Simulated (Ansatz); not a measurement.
Compare A (`N=[C]1[CH2][AlH]1`) with its isomer B (`C#[C][AlH][NH2]`).

Isolated molecules relaxed with PBE0-D4/def2-TZVP in Ansatz; ΔE leaves out vibrations. CCSD(T)/CBS adds triple-zeta CCSD(T) − MP2 to the extrapolated MP2 energy (def2 sets, frozen cores). DFT in def2-TZVPP. B3LYP here is the variant with VWN-RPA as its local correlation; programs differ in this. One conformer a species, not always the lowest.

(1) Which isomer does CCSD(T)/CBS put lower? Give the gap. (An estimate is asked.)

(2) Give E(B) − E(A) in kcal/mol with CCSD(T)/def2-SVP, PBE0-D4, ωB97M-V, BLYP-D4, MP2/def2-TZVPP, r2SCAN-D4, B3LYP-D4. (An estimate is asked.)

(3) Does the order hold for the free energy at 298.15 K (harmonic terms from PBE0-D4)? (Best estimate.)

Largest T1 diagnostic: 0.015.

Answers

(1) Computed: B, by 58.9 kcal/mol.

(2) Ansatz gave: CCSD(T)/def2-SVP -54.6, PBE0-D4 -48.5, ωB97M-V -55.5, BLYP-D4 -52.6, MP2/def2-TZVPP -60.3, r2SCAN-D4 -51.3, B3LYP-D4 -55.0. None reverses the order clearly.

(3) Computed: Yes: G(B) − G(A) = -59.4 kcal/mol, for one conformer each.

In def2-TZVPP, CCSD(T) changes the Hartree–Fock value by +9.4 kcal/mol (the triples alone add +1.7 kcal/mol) and MP2 by +7.2 kcal/mol. From r2SCAN to r2SCAN0 (25 % exact exchange), in def2-TZVPP and without D4, E(B) − E(A) moves by −1.7 kcal/mol.
